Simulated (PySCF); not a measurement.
Structure elucidation problem

Molecular formula: C$_{5}$H$_{3}$N$_{3}$. Simulated spectra:

1H NMR (500 MHz, computed): δ 9.26 (s, 1H), 8.97 (m, 1H), 8.96 (m, 1H).

13C{1H} NMR (computed): δ 157.9 (CH), 151.6 (CH), 150.3 (CH), 136.7 (C), 121.3 (C).

[PySCF 2.14.0 with density-fitted response routines: shielding tensors at PBE0/pcSseg-1 (GIAO); GFN2-xTB geometry; a single conformation; isolated molecule; no relativistic terms]

Referencing at the same level of theory: 1H (σref 31.72), 13C (σref 186.93) against TMS.

Q: Deduce the structure.

A: 
The formula gives 6 degrees of unsaturation (1 ring in the answer). 5 carbon signals for 5 carbons: no two carbons are equivalent. Carbon types of the structure: 2 × C, 3 × CH, which accounts for all hydrogens. δC 157.9, 151.6, 150.3: aromatic CH next to a ring nitrogen; the adjacent pyridine-type nitrogen withdraws density from it. δC 136.7: substituted aromatic carbon next to a ring nitrogen. δC 121.3: nitrile carbon; typical of a nitrile. δH 9.26, 8.97, 8.96: hydrogen on an aromatic CH next to a ring nitrogen; ring current plus the neighbouring ring nitrogen.

The compound is pyrazinecarbonitrile (SMILES n1c(C#N)cncc1).

The data come from this structure; uniqueness wasn't tested.

Shifts are as computed. Against solution values, carbons near 30 ppm lie about +3 ppm off and those near 130 ppm about +5 ppm (rms about the fit 2.1 ppm; single classes can miss by 10 ppm). Of 1328 compounds with measured shifts, 309 miss one by over three times the rms of a fit or turn the order of signals round; such compounds aren't used in these exercises. Signals without a measured value on file couldn't be tested in this way; 1H shifts scatter by 0.2 ppm about their fit, and single ones miss by 0.5 ppm. Multiplicities follow the n + 1 count of equivalent neighbours, as no J values were calculated; m marks all less simple cases, F and P coupling included.
